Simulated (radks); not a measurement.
Results of a calculation; reference values are marked as such.
Neutral ruthenium inside a hard spherical wall (all orbitals vanish at R), configuration held at [Kr] 4d7 5s1 and not refilled when levels cross. Level of theory: scalar-relativistic Kohn-Sham, LDA (Slater exchange, VWN5 correlation), spin-polarised, spherical densities, finite nucleus; open shells are filled with parallel spins first (spin-orbit coupling, left out, can overturn this in heavy ions); Fermi nuclear charge, rms radius 4.4809 fm (a radial shooting solver on a logarithmic mesh with Libxc functionals). Eigenvalues in eV for spin up, with the zero of energy where the potential of the charges vanishes at infinity; a dash marks a level that is unbound or too diffuse for the functional's potential to be trusted. A positive occupied level is held by the wall or, in an anion where self-interaction has pushed it up, behind a barrier. The pressure on the wall is -dE/dV.

R (bohr)  E (hartree)  kinetic (hartree)    e(4s)    e(4p)   e(4d)   e(5s)  e(5p, empty)  e(6s, empty)  pressure (GPa)
free      -4526.28605           4679.100  -77.047  -47.186  -6.096  -4.974        -1.276        -0.011               0
20        -4526.28605           4679.100  -77.047  -47.186  -6.096  -4.974        -1.276         0.147        < 0.0001
12        -4526.28603           4679.100  -77.044  -47.183  -6.093  -4.972        -1.242         0.996        0.000488
10        -4526.28578           4679.103  -77.023  -47.162  -6.073  -4.953        -1.145         1.981         0.00753
8         -4526.28319           4679.124  -76.884  -47.023  -5.945  -4.815        -0.749         4.534           0.122
7         -4526.27682           4679.166  -76.639  -46.782  -5.725  -4.556        -0.191         7.325           0.518
3         -4524.52975           4686.127  -61.293  -32.056   9.397  23.637        37.008        114.38             763
2.5       -4521.97879           4695.627  -50.142  -20.957  22.560  53.893        72.332        196.65            3120
2         -4513.88919           4724.072  -25.944    4.723  53.715  130.58        156.36        375.16           16800
1.5       -4482.03243           4821.907   44.781   82.293  143.92  357.78        391.89        836.80          129000
